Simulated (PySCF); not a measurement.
Sn(OH)2(PH2)2 (H6O2P2Sn), SMILES [OH][Sn]([OH])([PH2])[PH2]. Atoms are numbered in the order given.

```xyz
11

O      0.2600     1.5938     1.4000
Sn     0.0000     0.0000     0.2161
O     -0.2600    -1.5938     1.4000
P      2.2304    -0.1006    -0.9929
P     -2.2304     0.1006    -0.9929
H     -0.4984     1.7317     1.9858
H      0.4984    -1.7317     1.9858
H      1.6542    -0.8362    -2.0769
H      1.9787     1.1613    -1.6178
H     -1.9787    -1.1613    -1.6178
H     -1.6542     0.8362    -2.0769
```

The structure is a stationary point at B3LYP-D3(BJ)/def2-SVP. The structure was generated by enumeration; whether it is a known compound was not checked. The def2 effective core potentials stand for the cores of Sn; spin–orbit coupling is left out. One conformer was computed; it need not be the lowest.

Calculation: PySCF with C-PCM-M06-2X/def2-SVP.

The values are the electrostatic part of the solvation free energy, E(continuum) − E(gas) at the gas-phase geometry, in a cavity of scaled van der Waals radii (PySCF's table); cavitation and dispersion terms are not included. A continuum can't describe solvent molecules that bind to the metal. In vacuum the orbital gap is 7.81 eV. The dipole moment in vacuum is 1.48 D.

```
solvent            ε  ΔG(elec) (kcal/mol)  dipole (D)  gap (eV)
-------------  -----  -------------------  ----------  --------
water          78.36                -10.4        2.17      7.84
acetonitrile   35.69                -10.2        2.16      7.83
chlorobenzene   5.70                 -8.5        2.02      7.83
```
